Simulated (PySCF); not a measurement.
Work out the structure from these simulated measurements.

Formula: Cl3FSi.

- NMR, other nuclei: isotropic shieldings of nuclei other than C and H, by class: 233 (1 F), 368 (1 Si), 774 (3 Cl) ppm [GIAO KT2/pcSseg-1]
- XPS: Si2p3/2 110.7, Cl2p3/2 207.2 (×3), F1s 693.5, Si1s 1851.0, Cl1s 2829.8 (×3) eV [ΔSCF SCAN, pcX-2 on the ionised atom, pcseg-1 elsewhere, spin-free X2C, 2p3/2 from a spin–orbit splitting computed afterwards within the 2p shell]
- UV, strongest line: among the 10 lowest singlet transitions: S4/S5 at 8.18 eV (152 nm, f = 0.097 summed over these states) [TDDFT B3LYP/def2-SVPD]
- Polarisability: 63.3 au [B3LYP/def2-SVPD]
- Rotational structure: rotational constants A, B, C: 1.829, 1.822, 1.302 GHz [PBE0-D3(BJ)/def2-SVP]
- Dipole: 0.66 D [B3LYP/def2-SVPD]
- Triplet: lowest triplet excitation (Tamm–Dancoff): 6.84 eV [TDA B3LYP/def2-SVPD]
- UV, first state: lowest singlet excitation: 7.22 eV (172 nm, f = 0.000) [TDDFT B3LYP/def2-SVPD]

The electronic properties come from PySCF, for the isolated species, density fitting. Levels stand in brackets. Geometry: PBE0-D3(BJ)/def2-SVP; no solvent, vibrations or thermal averaging. NMR values are class means; diastereotopic atoms form classes of their own.

Question: What is the compound? Reason from the data.

Answer: The other shieldings belong to: 233 ppm, fluorine bonded to Si; 368 ppm, silicon bonded to 3 Cl and F; 774 ppm, chlorine bonded to Si. The core levels belong to: Si2p3/2 110.7 eV, silicon bonded to 3 Cl and F; Cl2p3/2 207.2 eV, chlorine bonded to Si; F1s 693.5 eV, fluorine bonded to Si; Si1s 1851.0 eV, silicon bonded to 3 Cl and F; Cl1s 2829.8 eV, chlorine bonded to Si. The optimised geometry has point group C3v and is an oblate symmetric top (the spread among constants that symmetry makes equal is optimisation noise). Structure: `F[Si](Cl)(Cl)Cl` (SiFCl3). The assignments are read from this structure; whether some other isomer fits the data as well wasn't checked.
